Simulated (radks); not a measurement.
Neutral caesium inside a hard spherical wall (all orbitals vanish at R), configuration held at [Xe] 6s1 and not refilled when levels cross. All-electron calculation, scalar-relativistic Kohn-Sham, LDA (Slater exchange, VWN5 correlation), spin-polarised, spherical densities, finite nucleus; open shells are filled with parallel spins first (spin-orbit coupling, left out, can overturn this in heavy ions); Fermi nuclear charge, rms radius 4.8041 fm. Program: a radial shooting solver on a logarithmic mesh with Libxc functionals. Eigenvalues in eV for spin up, with the zero of energy where the potential of the charges vanishes at infinity; a dash marks a level that is unbound or too diffuse for the functional's potential to be trusted. A positive occupied level is held by the wall or, in an anion where self-interaction has pushed it up, behind a barrier. The pressure on the wall is -dE/dV.

R (bohr)  E (hartree)  kinetic (hartree)    e(4d)    e(5s)    e(5p)   e(6s)  e(6p, empty)  e(5d, empty)  pressure (GPa)
free       -7780.5652           8194.964  -74.218  -26.867  -13.595  -2.389        -0.884        -0.594               0
20         -7780.5652           8194.964  -74.217  -26.866  -13.595  -2.389        -0.879        -0.591        < 0.0001
12         -7780.5636           8194.976  -74.088  -26.741  -13.473  -2.281        -0.569        -0.421          0.0196
10         -7780.5583           8195.006  -73.855  -26.515  -13.257  -2.025        -0.023        -0.138           0.115
8          -7780.5366           8195.100  -73.328  -26.017  -12.787  -1.185         1.510         0.562           0.749
7          -7780.5058           8195.221  -72.843  -25.575  -12.375  -0.139         3.244         1.268            2.14
6          -7780.4343           8195.499  -71.988  -24.836  -11.686   2.041         6.581         2.537            7.13
5          -7780.2390           8196.290  -70.105  -23.327  -10.220   7.141        13.709         5.179            30.6
3.5        -7778.6192           8202.691  -59.900  -15.339   -1.372  36.681        49.737        19.120             522
3          -7776.4708           8210.428  -51.185   -7.433    8.039  66.200        83.199        32.795            1680
1.5        -7698.0080           8447.833   65.531   208.59   251.03  637.26        678.28        314.86          230000
